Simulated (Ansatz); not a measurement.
`C[O][Ga]([NH2])[Cl]`, relaxed with RKS PBE-D4/def2-SVP in Ansatz 0.2.0 from a rough embedded geometry. The force threshold is 0.03 eV/Å; the program also tests the step.

Total charge 0; spin multiplicity 1.

Start:

```xyz
10

C     1.383   -0.483    0.488
O     0.486   -0.235    1.553
Ga   -1.315    0.258    0.711
N    -1.676    0.258   -1.410
Cl   -1.038    2.429    0.636
H     0.924   -1.392   -0.101
H     1.469    0.362   -0.180
H     2.352   -0.823    0.865
H    -1.770   -0.559   -0.700
H    -0.815    0.185   -1.862
```

(1) How much energy does the relaxation release, and in how many steps? (Estimate.)

(2) Which bonds change most? (An estimate is asked.)

(3) Give the relaxed structure. (Best estimate.)

Answers

(1) Ansatz gave: 420.75 kJ/mol, in 17 steps, 1 of them rejected.

(2) Computed: Ga3–N4 from 2.151 to 1.823 Å; O2–Ga3 from 2.048 to 1.797 Å; N4–H9 from 1.086 to 1.022 Å; C1–H6 from 1.177 to 1.117 Å.

(3) The calculation gave: 
```xyz
10

C     1.492   -0.697    0.573
O     0.776    0.432    1.031
Ga   -0.761    0.935    0.250
N    -1.572   -0.027   -1.069
Cl   -1.732    2.647    1.114
H     0.843   -1.570    0.319
H     2.115   -0.472   -0.326
H     2.186   -1.029    1.376
H    -1.012   -0.630   -1.676
H    -2.334    0.411   -1.592
```
